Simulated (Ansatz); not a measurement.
BClH₅NSi, SMILES `B[SiH](N)Cl` at its PBE0-D4/def2-TZVP geometry, where that method's forces vanish. The species carries charge 0 and has multiplicity 1.

```xyz
9

B     1.4708   -0.5888   -0.1975
Si   -0.1404    0.4824   -0.3229
N    -1.7002   -0.0972   -0.0356
Cl    1.1302    0.7821    1.4674
H     2.4814   -0.2154   -0.7073
H     1.3860   -1.6783    0.2849
H    -0.2717    1.8445   -0.8836
H    -2.4909    0.5077    0.1100
H    -1.8653   -1.0370    0.2847
```

(1) What forces (eV/Å) does B3LYP-D4/def2-TZVPP give on these atoms in the Gaussian-basis code of Ansatz? (Best estimate.)

Answers

(1) Ansatz gave: 
```
B1   0.132 -0.224 -0.192
Si2  0.017  0.117 -0.210
N3  -0.069 -0.033  0.018
Cl4  0.071  0.195  0.375
H5  -0.119 -0.068  0.055
H6   0.024  0.123 -0.076
H7   0.005 -0.090  0.022
H8  -0.028 -0.019  0.002
H9  -0.033 -0.001  0.006
```

B3LYP here is the variant with VWN-RPA as its local correlation; programs differ in this.
